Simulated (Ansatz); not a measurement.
Reaction: BrCl (SMILES BrCl) → BrCl+ (parent SMILES ClBr, doublet) + e-
Each species at its own B3LYP-D3(BJ)/def2-TZVP minimum (Ansatz, a program for electronic structure).

Total energies in hartree (Ansatz). Open shells are spin-unrestricted; no spin-orbit coupling. Cores are frozen in correlated methods (noble-gas shells, and filled d and f shells in the p block). No relativity. Spin-orbit terms, left out, reach several kcal/mol for Br and I, and more for heavier atoms. The spin of BrCl+ (parent SMILES ClBr, doublet) was assumed, and the state is the lowest solution found for it.

| species | HF/def2-TZVPP | CCSD(T)/def2-TZVPP | HF/def2-QZVPP | CCSD(T)/def2-QZVPP | CCSDT(Q)/def2-TZVPP |
|---|---|---|---|---|---|
| 1: BrCl (SMILES BrCl) | -3031.90155 | -3032.30053 | -3031.96505 | -3032.40267 | -3032.30233 |
| 2: BrCl+ (parent SMILES BrCl, doublet) | -3031.52046 | -3031.90105 | -3031.58470 | -3031.99848 | -3031.90366 |

Work out the adiabatic ionisation energy (electronic) in eV: take Hartree-Fock from def2-QZVPP, extrapolate the CCSD(T) correlation energy as X^-3 (X = 3, 4), and add CCSDT(Q) - CCSD(T) in def2-TZVPP. 1 hartree = 27.211 eV.


Species 1: correlation (64·(-0.43762) - 27·(-0.39898))/37 = -0.46582; step -0.00180; E1 = -3031.96505 + (-0.46582) + (-0.00180) = -3032.43267
Species 2: correlation (64·(-0.41378) - 27·(-0.38059))/37 = -0.43800; step -0.00261; E2 = -3031.58470 + (-0.43800) + (-0.00261) = -3032.02531
-1·E1 +1·E2 = 0.40736 hartree = 11.08 eV.
